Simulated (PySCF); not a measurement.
# Reading the logs of faulty runs: Al3ClH3

Calculated results; nothing here was measured. The program is PySCF 2.14.0, an open-source quantum chemistry code, run on an isolated molecule that a program drew, which may never have been made. The molecule is Al3ClH3 (charge 0, doublet), drawn as the SMILES string `[AlH][AlH][AlH][Cl]`.

Each row is a Hartree-Fock (HF) and frozen-core CCSD(T) single point in the cc-pV(D+d)Z basis, meant for a local HF minimum. Run 1 is clean. Each other run has one planted mistake out of seven kinds, and not every kind appears here: one electron removed, one electron added, multiplicity raised by two, geometry at a saddle point, minimal basis STO-3G, one bond length entered in bohr, all coordinates scaled. The reference is restricted for singlets and unrestricted otherwise, and also for a bond in bohr. Adding or removing an electron swaps singlet and doublet. Electrons count all cores. HOMO and LUMO are orbital energies over both spins, the gradient is its largest component, and the lowest frequency (negative if imaginary) is given only where the gradient is small. Bond lengths are over the 6 bonds as drawn. T1 is the CCSD diagnostic: over 0.02 (restricted) or 0.045 (unrestricted) a single reference is doubtful.

Geometry of the clean run:
```xyz
7
Al3ClH3, angstrom
Al   -2.3946   -1.9226   -1.2031
Al   -0.0864   -1.6416   -0.0738
Al    0.0879    0.1880    1.7855
Cl   -1.7733    1.1092    2.3224
H    -3.0743   -1.2690   -2.4857
H     1.0338   -2.7506   -0.2770
H     1.3269    0.7867    2.5597
```

| run | electrons | basis functions | <S^2> | HOMO (eV) | LUMO (eV) | gradient (hartree/bohr) | lowest frequency (cm^-1) | mean bond (Å) | longest bond (Å) | T1 | HF (hartree) | CCSD(T) (hartree) | mistake |
|---|---|---|---|---|---|---|---|---|---|---|---|---|---|
| 1 | 59 | 107 | 0.824 | -7.20 | -0.18 | 8.0e-06 | 25 | 2.0174 | 2.614 | 0.0257 | -1187.03860 | -1187.40667 | no fault |
| 2 | 60 | 107 | 0.000 | -1.09 | 4.13 | 2.4e-02 | - | 2.0174 | 2.614 | 0.0278 | -1187.05076 | -1187.46180 | one electron added |
| 3 | 59 | 107 | 1.653 | -7.02 | -0.36 | 6.2e-03 | - | 2.2531 | 3.003 | 0.0502 | -1186.94855 | -1187.30748 | one bond length entered in bohr |
| 4 | 58 | 107 | 0.000 | -13.58 | -5.81 | 2.2e-02 | - | 2.0174 | 2.614 | 0.0169 | -1186.80004 | -1187.15914 | one electron removed |
| 5 | 59 | 107 | 3.773 | -6.49 | -1.60 | 1.2e-02 | - | 2.0174 | 2.614 | 0.0294 | -1186.96033 | -1187.31842 | ? |
| 6 | 59 | 39 | 0.781 | -2.55 | 7.01 | 3.4e-02 | - | 2.0174 | 2.614 | 0.0151 | -1173.33047 | -1173.44324 | ? |

**Which mistake was planted in run 5, and what did it cost?**

Electrons, basis and geometry are unchanged, and <S^2> is 3.773, beside S(S+1) = 3.75 for a multiplicity of 4. So the mistake is: multiplicity raised by two. Subtracting run 1 and multiplying by 627.51 kcal/mol a hartree, the energy moved by 49.1 kcal/mol in HF and 55.4 kcal/mol in CCSD(T).

**Which mistake was planted in run 6, and what did it cost?**

It has 39 basis functions where the clean run has 107, with the same electrons and geometry. So the mistake is: minimal basis STO-3G. Subtracting run 1 and multiplying by 627.51 kcal/mol a hartree, the energy moved by 8602.0 kcal/mol in HF and 8762.2 kcal/mol in CCSD(T).

Cautions from the logs. Run 2: T1 is over the limit, so its CCSD(T) energy is less reliable; run 3: T1 is over the limit, so its CCSD(T) energy is less reliable.
